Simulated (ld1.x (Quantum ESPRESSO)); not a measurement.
**Logarithmic derivatives: Sb (Z = 51), PAW**

ld1.x (Quantum ESPRESSO) 7.5 input, shortened:

```
&input
   title='Sb', zed=51., rel=1, dft='PZ', iswitch=3,
   config='[Kr] 4d10 5s2 5p2'
 /
 &inputp
   pseudotype=3, lpaw=.true., tm=.true., lloc=-1, rcloc=0.95,
   nlcc=.true., new_core_ps=.true., rcore=1.20,
   which_augfun='BESSEL', rmatch_augfun=1.10
 /
6
5S  1  0   2.00   0.00  1.55  1.80  0.0
5S  1  0   0.00  -0.05  1.55  1.80  0.0
4P  2  1   6.00   0.00  1.15  1.45  0.0
5P  3  1   2.00   0.00  1.15  1.45  0.0
4D  3  2  10.00   0.00  1.05  1.20  0.0
4D  3  2   0.00   0.30  1.05  1.20  0.0
 &test
   configts(1)='4p6 4d10 5s2 5p2'
 /
```

The phase is arctan(r·u′/u) with u = r·R(r), unwrapped; energies in Ry, scanned from -10 to 5 Ry. A pole is an energy at which the radial function vanishes at the test radius. The pseudo phase is shifted by a multiple of π to meet the all-electron one at the reference energy, and phase errors are pseudo minus all-electron; the curves can meet again beyond the range given. Levels narrower than the energy grid can be missing from the lists of poles.

| channel | radius (bohr) | reference energy (Ry) | poles, all-electron | poles, pseudo | unbroken range about the reference energy with phases within 0.05 rad | phase error 1 Ry above the reference energy (rad) |
| --- | --- | --- | --- | --- | --- | --- |
| s | 1.94 | -1.54 | 3.07 | 2.89, 4.39 | below 3.6 | +0.000 |
| p | 1.94 | -0.90 | -8.00 | -8.00, 4.74 | the whole range | -0.005 |
| d | 1.94 | -3.09 | -2.71 | -2.71 | the whole range | +0.000 |

Note: ghost state, extra bound levels that the all-electron valence spectrum of the same l lacks: s at -566.5 eV (p not tested). A true bound ghost makes a file unfit for plane-wave use. Its overlap operator is not positive definite in a basis up to 400 Ry (lowest eigenvalue p -0.16), so the file is unfit for use: the generalised eigenproblem breaks down once the basis is large enough, and its test numbers describe a broken file.

Phases in the s channel:

```tsv
E (Ry)	all-electron	pseudo
-10.00	1.387	1.379
-9.76	1.383	1.375
-9.52	1.379	1.372
-9.28	1.374	1.368
-9.04	1.370	1.364
-8.80	1.365	1.360
-8.56	1.360	1.356
-8.32	1.355	1.351
-8.08	1.350	1.346
-7.84	1.345	1.341
-7.60	1.339	1.335
-7.36	1.332	1.329
-7.12	1.326	1.323
-6.88	1.318	1.316
-6.64	1.311	1.308
-6.40	1.302	1.300
-6.16	1.293	1.291
-5.92	1.283	1.281
-5.68	1.271	1.270
-5.44	1.259	1.257
-5.20	1.245	1.244
-4.96	1.229	1.228
-4.72	1.212	1.210
-4.48	1.191	1.190
-4.24	1.167	1.166
-4.00	1.140	1.139
-3.76	1.107	1.106
-3.52	1.067	1.066
-3.28	1.018	1.017
-3.04	0.956	0.956
-2.80	0.877	0.877
-2.56	0.774	0.773
-2.32	0.635	0.635
-2.08	0.449	0.449
-1.84	0.205	0.205
-1.60	-0.085	-0.085
-1.36	-0.383	-0.383
-1.12	-0.643	-0.643
-0.88	-0.845	-0.845
-0.64	-0.996	-0.996
-0.40	-1.109	-1.109
-0.16	-1.194	-1.194
0.08	-1.261	-1.261
0.32	-1.313	-1.313
0.56	-1.356	-1.357
0.80	-1.392	-1.392
1.04	-1.422	-1.423
1.28	-1.448	-1.449
1.52	-1.471	-1.472
1.76	-1.490	-1.492
2.00	-1.508	-1.511
2.24	-1.524	-1.528
2.48	-1.539	-1.544
2.72	-1.552	-1.560
2.96	-1.565	-1.576
3.20	-1.577	-1.594
3.44	-1.588	-1.620
3.68	-1.599	-1.677
3.92	-1.609	-3.898
4.16	-1.619	-4.667
4.40	-1.629	-4.713
4.64	-1.639	-4.735
4.88	-1.649	-4.750
```
